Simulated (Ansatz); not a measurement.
Reactions of CH₄F₂Si (`C[SiH](F)F`).

Calculated with Ansatz (gas phase, PBE0-D4/def2-TZVP geometries, no zero-point term in ΔE). CBS: MP2 limit from def2 TZ/QZ plus the TZ coupled-cluster correction, frozen cores. This one scheme is used for every species, atoms too. Functionals use def2-TZVPP. B3LYP here is the variant with VWN-RPA as its local correlation; programs differ in this. No spin–orbit coupling; open shells (•) take unrestricted orbitals. Spin–orbit coupling would lower the free atoms: a little for F. For Ge outer-core shells are correlated without core-valence functions, so the limit isn't a true one: a few kJ/mol of doubt a bond, and 10 to 20 or more in all where bonds break to atoms. Scalar relativity is left out up to krypton. Each species was taken in one conformer, which may not be the lowest.

| reaction | PBE-D4 (eV) | ωB97M-V (eV) | B3LYP-D4 (eV) | CCSD(T)/CBS(def2) (eV) |
| --- | --- | --- | --- | --- |
| `C[SiH](F)F` + `[OH][GeH3]` → `F[SiH](F)[O][GeH3]` + CH₄ | -1.27 | -1.40 | -1.45 | -1.43 |
| `C[SiH](F)F` + `O[SiH](O)S` → `C[SiH](F)S[SiH](O)O` + H–F | 0.62 | 0.77 | 0.77 | 0.74 |
| `C[SiH](F)F` → F• + `C[SiH]F`• | 6.98 | 7.13 | 6.91 | 7.19 |
| `C[SiH](F)F` + `C=C[SiH2]O` → `C=C[SiH2]O[SiH](F)F` + CH₄ | -1.29 | -1.40 | -1.48 | -1.43 |
| `C[SiH](F)F` → F₂ + `C[SiH]` | 10.51 | 10.99 | 10.89 | 11.20 |

Largest T1 diagnostic: 0.013, for `C[SiH]F`•.
